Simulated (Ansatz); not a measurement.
A series at Nb: from `[O]=[Nb]([Cl])([Cl])[Cl]`, ligands are replaced one by one, each step taking up H₂O and setting free HCl; n counts the steps. Ansatz, PBE0-D4/def2-TZVP geometries. Each molecule was computed in one conformer, which needn't be the lowest.

```tsv
n	molecule	zero-point energy, PBE0-D4/def2-TZVP (kJ/mol)
0	`[O]=[Nb]([Cl])([Cl])[Cl]`	19.0
1	`[O]=[Nb]([OH])([Cl])[Cl]`	50.6
2	`[O]=[Nb]([OH])([OH])[Cl]`	?
3	`[O]=[Nb]([OH])([OH])[OH]`	111.7
```

Q: By hand: fit a straight line y = ȳ + b (n − n̄) to the 3 given rows and predict n = 2.

A: n̄ = 1.333, ȳ = 60.43; Σ(n − n̄)(y − ȳ) = 143.97, Σ(n − n̄)² = 4.667, so b = 30.85 kJ/mol a step. Prediction: 60.43 + (30.85) × (0.667) = 81.0 kJ/mol.

Q: By hand: compare with the computed value, 81.5 kJ/mol, and give the steps along the whole series.

A: The line misses by 0.5 kJ/mol (computed minus predicted). Steps: 31.6, 30.9, 30.2 kJ/mol.

The steps differ by at most 1.4 kJ/mol, 4.5 % of a mean step, so the ligands' effects nearly add and a line is close. The miss is 0.5 % of the series' range.
